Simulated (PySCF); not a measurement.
Al(OMe)(PH2)2 (CH₇AlOP₂), SMILES [PH2][Al]([PH2])[O]C.

Geometry optimised at PBE0-D3(BJ)/def2-SVP. Other conformers were not sampled.

Computed with PBE0-D3(BJ)/def2-SVP (PySCF).

Frequencies are harmonic and unscaled.

Computed harmonic wavenumbers and intensities:
| mode | ν (cm⁻¹) | IR (km/mol) | moving atoms (share of kinetic energy) |
|---|---|---|---|
| 1 | 55 | 3.5 | H 79 %, P 11 % |
| 2 | 73 | 2.5 | H 54 %, C 22 %, P 21 % |
| 3 | 80 | 2.6 | H 79 %, C 11 %, P 8 % |
| 4 | 87 | 6.8 | H 51 %, P 32 % |
| 5 | 95 | 0.5 | O 27 %, H 26 %, Al 18 %, C 17 %, P 12 % |
| 6 | 109 | 0.1 | H 56 %, P 23 %, Al 10 % |
| 7 | 184 | 33.4 | Al 49 %, O 33 %, H 12 % |
| 8 | 204 | 19.8 | O 54 %, P 20 %, H 12 %, C 10 % |
| 9 | 322 | 1.4 | P 69 %, O 12 %, H 9 % |
| 10 | 468 | 30.8 | H 63 %, Al 31 % |
| 11 | 494 | 40.9 | H 51 %, P 27 %, Al 22 % |
| 12 | 555 | 0.2 | H 81 %, P 10 %, Al 8 % |
| 13 | 603 | 44.9 | H 76 %, Al 15 % |
| 14 | 624 | 8.9 | H 85 % |
| 15 | 745 | 60.1 | Al 50 %, C 18 %, O 16 %, H 16 % |
| 16 | 1079 | 10.1 | H 97 % |
| 17 | 1086 | 23.3 | H 97 % |
| 18 | 1184 | 24.3 | H 71 %, C 21 % |
| 19 | 1189 | 1.1 | H 76 %, C 19 % |
| 20 | 1267 | 372.9 | O 57 %, C 34 % |
| 21 | 1472 | 1.4 | H 97 % |
| 22 | 1478 | 2.3 | H 93 % |
| 23 | 1483 | 21.8 | H 91 %, C 9 % |
| 24 | 2392 | 22.3 | H 97 % |
| 25 | 2397 | 30.7 | H 97 % |
| 26 | 2410 | 40.0 | H 97 % |
| 27 | 2415 | 47.7 | H 97 % |
| 28 | 3001 | 99.2 | H 97 % |
| 29 | 3083 | 48.0 | H 91 %, C 9 % |
| 30 | 3101 | 32.4 | H 90 %, C 10 % |
